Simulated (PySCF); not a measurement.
Question: What does the PBE0-D3(BJ)/def2-SVP structure of InChI=1S/C3H7FOSi/c1-5-3-2(4)6-3/h2-3H,6H2,1H3/t2-,3-/m1/s1 look like in three dimensions?

Answer: 
```
atom  x, y, z in Å
C1     1.948    0.242   -0.647
O2     1.181   -0.027    0.495
C3    -0.139    0.354    0.357
Si4   -1.602   -0.312    1.329
C5    -1.097   -0.473   -0.477
F6    -1.698    0.108   -1.552
H7     1.561   -0.284   -1.540
H8     2.972   -0.102   -0.450
H9     1.974    1.325   -0.874
H10   -0.295    1.433    0.155
H11   -2.595    0.700    1.766
H12   -1.506   -1.534    2.165
H13   -0.698   -1.471   -0.717
```

Any rigid rotation of these coordinates is as good. Atoms count from 1 in this order. Si4 (SiH2 silicon) has angles from 47.5° to 122.2°. The 3-membered ring C3–Si4–C5 has internal angles of 47.5° to 66.4°. The C–O distances run from 1.380 Å (O2–C3, drawn single) to 1.402 Å (C1–O2, drawn single), a spread of 0.022 Å. Of the pairs four or more bonds apart, C5···H7 is among the closest relative to their van der Waals radii: 2.87 Å, 99 % of the sum of Bondi's values.

Bonds between heavy atoms (Å): C1–O2 1.402, O2–C3 1.380, C3–Si4 1.879, Si4–C5 1.883, C5–F6 1.361, C3–C5 1.516.

Theory: PySCF, PBE0-D3(BJ)/def2-SVP geometry optimisation, gas phase.

Point group: C1 (no symmetry element, even within 0.4 Å). Stationary, but not proved a minimum. One conformer, not necessarily the lowest (C1–O2–C3–Si4 158°).
